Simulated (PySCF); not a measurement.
Compound: BH₇N₂Si₂.
SMILES: `BN1[SiH2]N[SiH2]1`

The closed-shell ground state was solved at several levels (PySCF, density fitting, gas phase, non-relativistic). Isolated species at its PBE0-D3(BJ)/def2-SVP geometry, gas phase.

```tsv
level	basis functions	total energy (Eh)	HOMO (eV)	LUMO (eV)	gap (eV)	dipole (D)
PBE0/cc-pVDZ	113	-717.2226	-7.50	-0.30	7.20	2.63
PBE0/IGLO-III	263	-717.3195	-7.69	-0.59	7.10	2.46
PBE0/pcSseg-0	67	-716.2290	-7.43	-0.47	6.96	2.68
PBE0/aug-cc-pVDZ	186	-717.2379	-7.62	-0.82	6.80	2.42
```

**Question.** Estimate the row for PBE0/cc-pVTZ, a basis of 256 functions; the other rows only guide the guess.

**Answer.** Total energy -717.3132 Eh, HOMO -7.67 eV, LUMO -0.53 eV, gap 7.14 eV, dipole 2.51 D.

**Question.** Over all these levels, which gives the widest orbital gap and which the narrowest?

**Answer.** PBE0/cc-pVDZ has the widest, 7.20 eV, and PBE0/aug-cc-pVDZ the narrowest, 6.80 eV. From the narrowest to the widest the HOMO moves by +0.12 eV and the LUMO by +0.52 eV.

**Question.** How much does the basis alone move the frontier levels among the 5 PBE0 rows (the withheld one included)?

**Answer.** The HOMO by 0.26 eV and the LUMO by 0.52 eV. By rising basis size (HOMO, LUMO in eV): pcSseg-0 -7.43, -0.47; cc-pVDZ -7.50, -0.30; aug-cc-pVDZ -7.62, -0.82; cc-pVTZ -7.67, -0.53; IGLO-III -7.69, -0.59.

**Question.** How far do the dipole and the HOMO energy spread over the levels?

**Answer.** The dipole runs from 2.42 to 2.68 D (mean 2.54 D) and the HOMO from -7.69 to -7.43 eV.
